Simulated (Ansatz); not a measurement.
The cluster GaN2⁻, relaxed as a singlet with RKS r2SCAN-D4/def2-TZVPD in Ansatz, starting from the GFN1-xTB geometry. Force threshold 0.02 eV/Å.

The restricted singlet is unstable towards broken spin symmetry in Hartree–Fock (as tested in another run); at r2SCAN-D4/def2-TZVPD this wasn't settled. The highest occupied level of the charge -1 singlet lies above zero (up to 2.29 eV). The electron is either unbound and held by the finite basis, or the level is raised by self-interaction error. An occupied level of the charge -1 singlet lies above an empty one (by up to 0.05 eV), so this SCF solution is probably not the lowest. Another isomer (triplet) lies 0.31 eV lower at PBE0-D4/def2-TZVPD; other spin states weren't run for this one.

Start:

```tsv
atom	x (Å)	y (Å)	z (Å)
Ga1	0.7567	0.3439	-1.4421
N2	-0.6535	-0.2959	1.2477
N3	-0.1032	-0.0481	0.1944
```

(1) Estimate the energy that the relaxation releases and the steps that it takes.

(2) Does the start keep its bonding and symmetry?

(3) Predict the relaxed structure.

## Answers

(1) 4.3 kcal/mol, in 5 steps; 4.8 s on 4 threads of Arm Neoverse V2 on a shared host. No frequencies were taken in this run, so the end may be a saddle point.

(2) By distances, no bond broke or formed. The bond that changes most is Ga1–N3, from 1.89 to 2.02 Å (atoms count from 1). Point group C∞v at the start, C∞v at the end, both within 0.05 Å.

(3) 
```xyz
3

Ga    0.7865    0.3574   -1.4992
N    -0.6544   -0.2966    1.2491
N    -0.1321   -0.0608    0.2502
```
Bond lengths: 1 × Ga–N 2.02 Å; 1 × N–N 1.15 Å.
